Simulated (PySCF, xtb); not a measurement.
BrFH₃NSi, SMILES F[SiH](N)Br. Other conformers were not sampled.

Harmonic wavenumbers (cm⁻¹) from GFN2-xTB in xtb at its own minimum, in rising order: 143, 162, 226, 275, 428, 463, 665, 677, 785, 855, 962, 1500, 2410, 3498, 3536.

Task: What does PBE0-D3(BJ)/def2-SVP (PySCF 2.14.0) give at its own minimum? (Estimate from the structure and the level; the computed values follow.)

Result: 141, 222, 256, 318, 348, 443, 693, 841, 866, 894, 967, 1529, 2318, 3621, 3727. Paired by order, the mean absolute difference is 66 cm⁻¹ and the zero-point energies are 23.7 and 24.6 kcal/mol.
